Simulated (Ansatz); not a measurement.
Gas-phase electronic energies from Ansatz, PBE0-D4/def2-TZVP geometries. CCSD(T)/CBS adds triple-zeta CCSD(T) − MP2 to the extrapolated MP2 energy (def2 sets, frozen cores). This one scheme is used for every species. One conformer a species, not always the lowest.

Consider the substitution at a C–Si bond: `FCCC[SiH3]` + H–F → `FCCCF` + SiH₄.

```
     species  SCS-MP2/def2-TZVPP energy (Eh)
`FCCC[SiH3]`                      -508.21975
         H–F                      -100.33020
     `FCCCF`                      -317.10623
        SiH₄                      -291.41820
```

Work out ΔE.

ΔE = (-317.10623) + (-291.41820) − (-508.21975) − (-100.33020) = 0.02552 Eh = +67.0 kJ/mol. CCSD(T)/CBS gives +73.4 kJ/mol.

Largest T1 diagnostic among the species: 0.011.

In def2-TZVPP, CCSD(T) changes the Hartree–Fock value by +27.7 kJ/mol (the triples alone add +2.6 kJ/mol) and MP2 by +39.9 kJ/mol. From PBE to PBE0 (25 % exact exchange), in def2-TZVPP and without D4, ΔE moves by +3.8 kJ/mol. The D4 term adds +8.8 kJ/mol with B3LYP and +4.9 kJ/mol with PBE0; it sums over pairs of atoms, weighted by their polarisabilities, and B3LYP, whose exchange is more repulsive, gets the larger term.

B3LYP here is the variant with VWN-RPA as its local correlation; programs differ in this.
